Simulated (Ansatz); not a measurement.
Be₅⁻ was relaxed with PBE0 (def2-TZVPD) in Ansatz in these states: charge -1 doublet, charge -1 quartet. The geometries follow in no particular order.

A:

```xyz
5

Be    0.767    0.892    0.375
Be   -1.225    1.084   -0.072
Be    1.225   -1.084    0.072
Be   -0.134   -0.232   -1.205
Be   -0.632   -0.659    0.830
```

B:

Cartesian coordinates in Å:
```
Be 0.0655 -0.0785 -1.1863
Be 1.3385 -0.9007 0.2482
Be -1.3576 0.9068 -0.0197
Be 0.6088 0.9722 0.4361
Be -0.6553 -0.8999 0.5217
```

Q: Judge from the bond lengths which geometry belongs to which state (an estimate).

A: A is the charge -1 quartet (Be1–Be4 2.138 Å, Be4–Be5 2.138 Å, Be1–Be5 2.138 Å); B is the charge -1 doublet (Be1–Be4 2.008 Å, Be4–Be5 2.261 Å, Be1–Be5 2.028 Å).

At PBE0/def2-TZVPD the highest occupied level of the charge -1 quartet lies above zero (up to 0.10 eV). It is a level of α spin, whose loss leaves a triplet; that state wasn't run at this geometry and level. The electron is either unbound and held by the finite basis, or the level is raised by self-interaction error. At PBE0/def2-TZVPD a doublet lies 0.49 eV below the charge -1 quartet. These are the stationary points nearest to one start from a short search; other shapes may lie lower in each state.
